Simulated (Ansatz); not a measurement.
The same hydrogenolysis along the group Al, Ga, In.

Computed with Ansatz on PBE0-D4/def2-TZVP structures; ΔE is electronic, products minus reactants. CCSD(T)/CBS adds triple-zeta CCSD(T) − MP2 to the extrapolated MP2 energy (def2 sets, frozen cores). This one scheme is used for every species. Functionals use def2-TZVPP. B3LYP here is the variant with VWN-RPA as its local correlation; programs differ in this. def2 core potentials past Kr. For Ga, In outer-core shells are correlated without core-valence functions, which leaves a few kJ/mol of doubt a bond. Scalar relativity is left out up to krypton. Each species was taken in one conformer, which may not be the lowest.

| reaction | B3LYP-D4 (kJ/mol) | PBE0-D4 (kJ/mol) | CCSD(T)/CBS(def2) (kJ/mol) |
| --- | --- | --- | --- |
| `[OH][Al]([F])[SH]` + H₂ → `[F][AlH][SH]` + H₂O | 114 | 106 | 112 |
| `[OH][Ga]([F])[SH]` + H₂ → `[F][GaH][SH]` + H₂O | 31 | 25 | 31 |
| `[OH][In]([F])[SH]` + H₂ → `[F][InH][SH]` + H₂O | -3 | -11 | 0 |

Largest T1 diagnostic: 0.016, for `[OH][In]([F])[SH]`.
